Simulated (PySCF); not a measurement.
AlClFHS. Atoms are numbered in the order given.

```xyz
5

Al    -0.3480    -0.0315     0.0000
Cl     0.6690    -1.8528     0.0000
F     -2.0074    -0.0274     0.0000
S      0.7272     1.8486     0.0000
H     -0.4164     2.5764     0.0000
```
Charge 0, spin multiplicity 1.

Coordinates come from a B3LYP-D3(BJ)/def2-SVP optimisation. The values are those of a single conformer.

Method: PySCF with TDA-CAM-B3LYP/def2-SVPD.

Vertical excitations. Isolated molecule, no solvent. State labels are in the subgroup Cs.

```json
[
 {"state": "S1", "symmetry": "A\"", "energy (eV)": "5.83", "λ (nm)": "213", "f": "0.048", "main pairs": "HOMO→LUMO 93 %"},
 {"state": "S2", "symmetry": "A\"", "energy (eV)": "6.57", "λ (nm)": "189", "f": "0.005", "main pairs": "HOMO→LUMO+2 91 %"},
 {"state": "S3", "symmetry": "A'", "energy (eV)": "6.70", "λ (nm)": "185", "f": "0.021", "main pairs": "HOMO→LUMO+1 76 %, HOMO−1→LUMO 15 %"},
 {"state": "S4", "symmetry": "A'", "energy (eV)": "7.33", "λ (nm)": "169", "f": "0.072", "main pairs": "HOMO−2→LUMO 48 %, HOMO−1→LUMO 42 %"},
 {"state": "S5", "symmetry": "A\"", "energy (eV)": "7.50", "λ (nm)": "165", "f": "0.053", "main pairs": "HOMO−3→LUMO 82 %"},
 {"state": "S6", "symmetry": "A\"", "energy (eV)": "7.69", "λ (nm)": "161", "f": "0.019", "main pairs": "HOMO−1→LUMO+1 81 %"},
 {"state": "S7", "symmetry": "A'", "energy (eV)": "7.74", "λ (nm)": "160", "f": "0.380", "main pairs": "HOMO−2→LUMO 39 %, HOMO−1→LUMO 34 %, HOMO→LUMO+1 10 %"},
 {"state": "S8", "symmetry": "A\"", "energy (eV)": "7.97", "λ (nm)": "156", "f": "0.004", "main pairs": "HOMO−2→LUMO+1 85 %"},
 {"state": "S9", "symmetry": "A\"", "energy (eV)": "8.16", "λ (nm)": "152", "f": "0.009", "main pairs": "HOMO→LUMO+4 39 %, HOMO→LUMO+5 16 %, HOMO→LUMO+3 16 %, HOMO→LUMO+8 10 %"},
 {"state": "S10", "symmetry": "A'", "energy (eV)": "8.29", "λ (nm)": "149", "f": "0.038", "main pairs": "HOMO−3→LUMO+1 72 %, HOMO−1→LUMO+2 14 %"},
 {"state": "T1", "symmetry": "A\"", "energy (eV)": "5.45", "λ (nm)": "228", "f": "0", "main pairs": "HOMO→LUMO 90 %"},
 {"state": "T2", "symmetry": "A'", "energy (eV)": "5.90", "λ (nm)": "210", "f": "0", "main pairs": "HOMO→LUMO+1 93 %"},
 {"state": "T3", "symmetry": "A\"", "energy (eV)": "6.05", "λ (nm)": "205", "f": "0", "main pairs": "HOMO→LUMO+2 87 %"},
 {"state": "T4", "symmetry": "A'", "energy (eV)": "6.74", "λ (nm)": "184", "f": "0", "main pairs": "HOMO−1→LUMO 81 %"}
]
```
Triplets are in the Tamm–Dancoff approximation.
